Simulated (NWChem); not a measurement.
System: CuF; SMILES [F][Cu]

NWChem printed, in part:

```
             Northwest Computational Chemistry Package (NWChem) 7.3.0
             --------------------------------------------------------

                             Geometry "geometry" -> ""
                             -------------------------

 Output coordinates in angstroms (scale by  1.889725989 to convert to a.u.)

  No.       Tag          Charge          X              Y              Z
 ---- ---------------- ---------- -------------- -------------- --------------
    1 Cu                  29.0000     0.00000000     0.00000000    -0.42371700
    2 F                    9.0000     0.00000000     0.00000000     1.32628900

 Effective nuclear repulsion energy (a.u.)      78.9227362586

                              NWChem Property Module
                              ----------------------

                                 NWChem DFT Module
                                 -----------------

 Summary of "ao basis" -> "ao basis" (spherical)
 ------------------------------------------------------------------------------
       Tag                 Description            Shells   Functions and Types
 ---------------- ------------------------------  ------  ---------------------
 Cu                        def2-svpd                12       34   5s4p2d1f
 F                         def2-svpd                 9       23   4s3p2d

            General Information
            -------------------
          SCF calculation type: DFT
          Wavefunction type:  closed shell.
          No. of atoms     :     2
          No. of electrons :    38
           Alpha electrons :    19
            Beta electrons :    19
          Charge           :     0
          Spin multiplicity:     1
          Use of symmetry is: off; symmetry adaption is: off
          Maximum number of iterations: 150
          AO basis - number of functions:    57
                     number of shells:    21
          Convergence on energy requested:  1.00D-06
          Convergence on density requested:  1.00D-05
          Convergence on gradient requested:  5.00D-04

              XC Information
              --------------
                         PBE0 Method XC Functional
                     Hartree-Fock (Exact) Exchange  0.250
          PerdewBurkeErnzerhof Exchange Functional  0.750
            Perdew 1991 LDA Correlation Functional  1.000 local
           PerdewBurkeErnz. Correlation Functional  1.000 non-local

             Grid Information
             ----------------
          Grid used for XC integration:  medium
          Radial quadrature: Mura-Knowles
          Angular quadrature: Lebedev.
          Tag              B.-S. Rad. Rad. Pts. Rad. Cut. Ang. Pts.
          ---              ---------- --------- --------- ---------
          Cu                  1.35      112           9.0       590
          F                   0.50       49          10.0       434
          Grid pruning is: on
          Number of quadrature shells:   161
          Spatial weights used:  Erf1

      Superposition of Atomic Density Guess
      -------------------------------------

 Sum of atomic energies:       -1737.98278838

      Non-variational initial energy
      ------------------------------

 Total energy =   -1737.514764
 1-e energy   =   -2578.302945
 2-e energy   =     761.865445
 HOMO         =      -0.578846
 LUMO         =      -0.209194

   convergence    iter        energy       DeltaE   RMS-Dens  Diis-err
 ---------------- ----- ----------------- --------- --------- ---------
 d= 0,ls=0.0,diis     1  -1739.5241341159 -1.82D+03  6.39D-02  2.10D+00
 d= 0,ls=0.5,diis     2  -1734.9046726457  4.62D+00  2.05D-02  6.26D+01
 d= 0,ls=0.5,diis     3  -1737.8636088852 -2.96D+00  1.41D-02  2.10D+01
 d= 0,ls=0.5,diis     4  -1738.9735389596 -1.11D+00  1.05D-02  7.28D+00
 d= 0,ls=0.5,diis     5  -1739.4305052208 -4.57D-01  7.62D-03  2.11D+00
 d= 0,ls=0.5,diis     6  -1739.6117634299 -1.81D-01  5.20D-03  4.66D-01
 d= 0,ls=0.5,diis     7  -1739.6720074977 -6.02D-02  3.41D-03  8.35D-02
  Resetting Diis
 d= 0,ls=0.5,diis     8  -1739.6917233960 -1.97D-02  2.45D-03  2.08D-02
 d= 0,ls=0.5,diis     9  -1739.6997067733 -7.98D-03  2.42D-03  1.58D-02
 d= 0,ls=0.5,diis    10  -1739.7039569355 -4.25D-03  1.41D-03  2.47D-02
 d= 0,ls=0.5,diis    11  -1739.7069135986 -2.96D-03  1.28D-03  1.25D-02
 d= 0,ls=0.5,diis    12  -1739.7090284198 -2.11D-03  1.06D-03  2.51D-03
 d= 0,ls=0.5,diis    13  -1739.7099517130 -9.23D-04  8.38D-04  2.34D-03
 d= 0,ls=0.5,diis    14  -1739.7104763167 -5.25D-04  6.83D-04  3.44D-03
 d= 0,ls=0.5,diis    15  -1739.7109134547 -4.37D-04  5.65D-04  2.71D-03
 d= 0,ls=0.5,diis    16  -1739.7112186933 -3.05D-04  4.86D-04  1.92D-03
 d= 0,ls=0.5,diis    17  -1739.7114183819 -2.00D-04  3.60D-04  1.48D-03
 d= 0,ls=0.5,diis    18  -1739.7115527270 -1.34D-04  2.86D-04  9.50D-04
 d= 0,ls=0.5,diis    19  -1739.7116392170 -8.65D-05  2.24D-04  5.84D-04
 d= 0,ls=0.5,diis    20  -1739.7116910654 -5.18D-05  1.73D-04  3.78D-04
 d= 0,ls=0.5,diis    21  -1739.7117240874 -3.30D-05  1.29D-04  2.23D-04
 d= 0,ls=0.5,diis    22  -1739.7117433216 -1.92D-05  9.56D-05  1.33D-04
 d= 0,ls=0.5,diis    23  -1739.7117545724 -1.13D-05  7.26D-05  7.71D-05
 d= 0,ls=0.5,diis    24  -1739.7117610901 -6.52D-06  5.54D-05  4.56D-05
 d= 0,ls=0.5,diis    25  -1739.7117649229 -3.83D-06  4.20D-05  2.69D-05
 d= 0,ls=0.5,diis    26  -1739.7117671727 -2.25D-06  3.18D-05  1.56D-05
 d= 0,ls=0.5,diis    27  -1739.7117684750 -1.30D-06  2.41D-05  9.04D-06
 d= 0,ls=0.5,diis    28  -1739.7117692299 -7.55D-07  1.83D-05  5.22D-06
 d= 0,ls=0.5,diis    29  -1739.7117696674 -4.37D-07  1.39D-05  3.00D-06
 d= 0,ls=0.5,diis    30  -1739.7117699195 -2.52D-07  1.05D-05  1.74D-06
 d= 0,ls=0.5,diis    31  -1739.7117700652 -1.46D-07  8.02D-06  1.01D-06

         Total DFT energy =    -1739.711770149713
      One electron energy =    -2584.715342242417
           Coulomb energy =      843.436514625270
    Exchange-Corr. energy =      -77.355678791140
 Nuclear repulsion energy =       78.922736258574

 Numeric. integr. density =       38.000007575565

                       DFT Final Molecular Orbital Analysis
                       ------------------------------------

 Vector   17  Occ=2.000000D+00  E=-2.751175D-01
              MO Center=  1.9D-08,  1.7D-08,  9.5D-02, r^2= 1.1D+00
   Bfn.  Coefficient  Atom+Function         Bfn.  Coefficient  Atom+Function
  ----- ------------  ---------------      ----- ------------  ---------------
    19      0.525677  1 Cu d -1              21     -0.480199  1 Cu d  1
    40      0.282997  2 F  py                39      0.258514  2 F  px
    43     -0.193920  2 F  py                24      0.189496  1 Cu d -1
    42     -0.177143  2 F  px                26     -0.173102  1 Cu d  1
    13     -0.066973  1 Cu py                12     -0.061179  1 Cu px

 Vector   18  Occ=2.000000D+00  E=-2.751174D-01
              MO Center= -1.4D-08, -1.7D-09,  9.5D-02, r^2= 1.1D+00
   Bfn.  Coefficient  Atom+Function         Bfn.  Coefficient  Atom+Function
  ----- ------------  ---------------      ----- ------------  ---------------
    21      0.525677  1 Cu d  1              19      0.480199  1 Cu d -1
    39     -0.282997  2 F  px                40      0.258514  2 F  py
    42      0.193920  2 F  px                26      0.189496  1 Cu d  1
    43     -0.177143  2 F  py                24      0.173102  1 Cu d -1
    12      0.066973  1 Cu px                13     -0.061178  1 Cu py

 Vector   19  Occ=2.000000D+00  E=-2.614610D-01
              MO Center= -6.5D-08, -3.5D-08, -1.4D-01, r^2= 1.1D+00
   Bfn.  Coefficient  Atom+Function         Bfn.  Coefficient  Atom+Function
  ----- ------------  ---------------      ----- ------------  ---------------
    20      0.699809  1 Cu d  0               4     -0.404305  1 Cu s
    25      0.269362  1 Cu d  0              41     -0.262690  2 F  pz
    44      0.196260  2 F  pz                 3      0.187855  1 Cu s
    38      0.101252  2 F  s                 14     -0.062010  1 Cu pz
    11      0.060459  1 Cu pz                17     -0.052200  1 Cu pz

 Vector   20  Occ=0.000000D+00  E=-1.041738D-01
              MO Center=  9.8D-08,  2.5D-08, -1.1D+00, r^2= 3.2D+00
   Bfn.  Coefficient  Atom+Function         Bfn.  Coefficient  Atom+Function
  ----- ------------  ---------------      ----- ------------  ---------------
     4      0.628597  1 Cu s                  5      0.331231  1 Cu s
    14     -0.283781  1 Cu pz                 3     -0.258004  1 Cu s
    17     -0.215201  1 Cu pz                20      0.212241  1 Cu d  0
    41     -0.185101  2 F  pz                11      0.123684  1 Cu pz
    44      0.111404  2 F  pz                47      0.077175  2 F  pz

 Vector   21  Occ=0.000000D+00  E= 8.009154D-03
              MO Center=  5.5D-08, -8.6D-08, -6.8D-01, r^2= 7.7D+00
   Bfn.  Coefficient  Atom+Function         Bfn.  Coefficient  Atom+Function
  ----- ------------  ---------------      ----- ------------  ---------------
    16      0.827620  1 Cu py                15     -0.479924  1 Cu px
    13      0.246510  1 Cu py                46     -0.205819  2 F  py
    12     -0.142947  1 Cu px                45      0.119351  2 F  px
    10     -0.105907  1 Cu py                40      0.103694  2 F  py
    19      0.069013  1 Cu d -1              43     -0.066513  2 F  py

[...]

 DFT Linear Response polarizability / au
 Frequency  =       0.0000000 / au
              X              Y              Z
 -----------------------------------------------
 X      19.9016840      0.0000010      0.0000021
 Y       0.0000010     19.9016841     -0.0000000
 Z       0.0000021     -0.0000000     22.0131811
 -----------------------------------------------
 Eigenvalues =      19.9016830     19.9016850     22.0131811
 Isotropic   =      20.6055164
 Anisotropic =       2.1114970
 -----------------------------------------------

 Magnetic Dipole Response Matrix (nonzero elements):

 Exiting AOResponse driver routine
```

Level: PBE0/def2-SVPD. The geometry was optimised at PBE0/def2-SVP.

Q: Write an input that gives this output.

A: This is not unique; one that fits is the input that was run:
```
start job
memory heap 200 mb stack 900 mb global 1100 mb
geometry units angstroms noautosym nocenter noautoz
  Cu     0.000000     0.000000    -0.423717
  F      0.000000     0.000000     1.326289
end
basis spherical
  * library def2-svpd
end
dft
  xc pbe0
  iterations 150
end
property
  response 1 0.0
end
task dft property
```
